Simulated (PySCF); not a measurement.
C3H11ClSi2, SMILES [SiH3]C[Si](C)(Cl)C.

Coordinates come from a PBE-D3(BJ)/def2-SVP optimisation. The structure was generated by enumeration, and PubChem lists no compound with its InChIKey, so it may never have been made. Other conformers were not sampled.

Method: PBE-D3(BJ)/def2-SVP (PySCF).

Frequencies are harmonic and unscaled.

### Question
List the normal modes with their intensities. (The exact figures need the calculation; the answer reports its results.)

### Answer

| mode | ν (cm⁻¹) | IR (km/mol) | moving atoms (share of kinetic energy) |
|---|---|---|---|
| 1 | 44 | 0.6 | H 37 %, Si 26 %, C 19 %, Cl 18 % |
| 2 | 99 | 0.3 | Si 29 %, C 29 %, H 29 %, Cl 13 % |
| 3 | 128 | 0.3 | H 74 %, Cl 15 %, Si 8 % |
| 4 | 151 | 0.1 | H 98 % |
| 5 | 163 | 0.5 | H 84 % |
| 6 | 169 | 0.9 | H 44 %, C 39 %, Cl 14 % |
| 7 | 180 | 0.3 | C 47 %, H 35 %, Si 12 % |
| 8 | 209 | 2.2 | H 33 %, C 32 %, Si 18 %, Cl 17 % |
| 9 | 221 | 3.2 | H 36 %, C 33 %, Si 22 %, Cl 10 % |
| 10 | 269 | 5.2 | Si 41 %, C 30 %, H 23 % |
| 11 | 466 | 26.6 | Cl 40 %, C 23 %, Si 22 %, H 15 % |
| 12 | 480 | 0.4 | H 87 %, C 9 % |
| 13 | 540 | 8.2 | H 48 %, Si 32 %, C 13 % |
| 14 | 650 | 14.9 | H 42 %, C 40 %, Si 17 % |
| 15 | 664 | 6.7 | H 55 %, C 34 %, Si 11 % |
| 16 | 672 | 8.0 | H 61 %, C 31 % |
| 17 | 689 | 14.9 | H 59 %, C 29 %, Si 11 % |
| 18 | 739 | 0.7 | H 59 %, C 31 %, Si 11 % |
| 19 | 743 | 57.5 | H 43 %, C 37 %, Si 20 % |
| 20 | 793 | 107.4 | H 43 %, Si 29 %, C 28 % |
| 21 | 813 | 150.2 | H 60 %, C 23 %, Si 17 % |
| 22 | 830 | 164.6 | H 63 %, C 21 %, Si 15 % |
| 23 | 900 | 135.4 | H 88 %, Si 9 % |
| 24 | 910 | 65.8 | H 96 % |
| 25 | 921 | 34.3 | H 97 % |
| 26 | 980 | 1.1 | H 94 % |
| 27 | 1033 | 87.9 | H 58 %, C 39 % |
| 28 | 1215 | 35.6 | H 77 %, C 23 % |
| 29 | 1220 | 19.4 | H 79 %, C 21 % |
| 30 | 1324 | 5.7 | H 92 % |
| 31 | 1372 | 1.3 | H 96 % |
| 32 | 1376 | 1.9 | H 96 % |
| 33 | 1381 | 2.7 | H 96 % |
| 34 | 1389 | 6.6 | H 96 % |
| 35 | 2153 | 123.6 | H 97 % |
| 36 | 2160 | 88.7 | H 97 % |
| 37 | 2187 | 76.6 | H 96 % |
| 38 | 2974 | 1.5 | H 97 % |
| 39 | 2975 | 1.9 | H 97 % |
| 40 | 2978 | 1.8 | H 95 % |
| 41 | 3044 | 0.5 | H 91 %, C 9 % |
| 42 | 3072 | 0.4 | H 91 %, C 9 % |
| 43 | 3074 | 6.0 | H 91 %, C 9 % |
| 44 | 3084 | 2.3 | H 91 %, C 9 % |
| 45 | 3086 | 1.8 | H 91 %, C 9 % |
